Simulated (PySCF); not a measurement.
**What an electron can do to GaCl**

CCSD(T) in PySCF with def2-TZVPPD on every atom, for the lowest determinant that a PBE0 search found; no spin–orbit coupling.

| species | state (unpaired electrons) | Re (Å) | ωe (cm⁻¹) | energy of the minimum from the neutral (eV) | De (eV) | dissociates to |
| --- | --- | --- | --- | --- | --- | --- |
| GaCl | singlet (closed shell) | 2.216 | 371 | 0.00 | 4.77 | Ga + Cl |
| GaCl⁺ | doublet (σ ↑) | 2.088 | 439 | 9.71 | 0.98 | Ga⁺ + Cl |
| GaCl⁻ | doublet (π ↑) | 2.402 | 246 | -0.03 | 1.35 | Ga + Cl⁻ |

Question: Work out the lowest energy to break GaCl into atoms, from its vibrational ground state.

Answer: D0 = De − ωe/2 = 4.77 − 0.02 = 4.75 eV (CCSD(T)/def2-TZVPPD).

Question: Work out the ionisation energy of the Ga atom at this level and the threshold of dissociative ionisation.

Answer: IE(Ga) = 9.71 + 0.98 − 4.77 = 5.92 eV, so Ga⁺ + Cl + e⁻ appears at D0 + IE(Ga) = 10.67 eV (CCSD(T)/def2-TZVPPD). The measured IE(Ga) is 5.999 eV (NIST ASD).

Question: Work out the electron affinity of the Cl atom and the threshold of dissociative attachment.

Answer: EA(Cl) = 4.77 − 1.35 − (-0.03) = 3.45 eV, so Ga + Cl⁻ needs D0 − EA(Cl) = 1.30 eV (CCSD(T)/def2-TZVPPD). The measured EA(Cl) is 3.613 eV.

Question: At which energy does ion-pair formation open?

Answer: Ga⁺ + Cl⁻ lies at D0 + IE(Ga) − EA(Cl) = 7.22 eV (CCSD(T)/def2-TZVPPD).

These are thermodynamic thresholds; the onsets seen under electron impact lie higher where the geometry changes, and cross-sections peak well above them.

Correlated steps freeze 14 core orbitals. For an ion De counts to the pair picked by the measured ionisation energies or electron affinities, which need not be the lowest pair at this level. Where the molecule has an RHF reference, its open-shell atoms are computed with UHF. States were picked by a PBE0 search and need not be the measured ground states.
